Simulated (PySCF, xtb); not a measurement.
Si(OMe)4 (C4H12O4Si), SMILES CO[Si](OC)(OC)OC. One conformer was computed; it need not be the lowest.

Harmonic wavenumbers (cm⁻¹) from GFN2-xTB in xtb at its own minimum, in rising order: 40, 61, 77, 77, 81, 82, 84, 92, 98, 151, 152, 203, 249, 284, 381, 382, 386, 636, 784, 828, 829, 1122, 1127, 1128, 1128, 1130, 1132, 1133, 1140, 1151, 1154, 1154, 1159, 1402, 1406, 1406, 1407, 1470, 1470, 1470, 1471, 1483, 1483, 1484, 1485, 2953, 2954, 2955, 2955, 2976, 2978, 2978, 2980, 2982, 2985, 2985, 2986.

Problem. What does B3LYP-D3(BJ)/def2-SVP (PySCF) give at its own minimum? (Estimate from the structure and the level; the computed values follow.)

Solution. 38, 53, 72, 72, 75, 79, 79, 79, 112, 158, 158, 214, 272, 315, 411, 411, 411, 636, 830, 861, 861, 1149, 1155, 1155, 1166, 1180, 1180, 1180, 1180, 1210, 1214, 1214, 1220, 1468, 1470, 1470, 1472, 1477, 1478, 1479, 1479, 1481, 1481, 1482, 1482, 3002, 3002, 3002, 3004, 3077, 3077, 3078, 3078, 3108, 3108, 3108, 3108. Paired by order, the mean absolute difference is 40 cm⁻¹ and the zero-point energies are 104.0 and 107.0 kcal/mol.
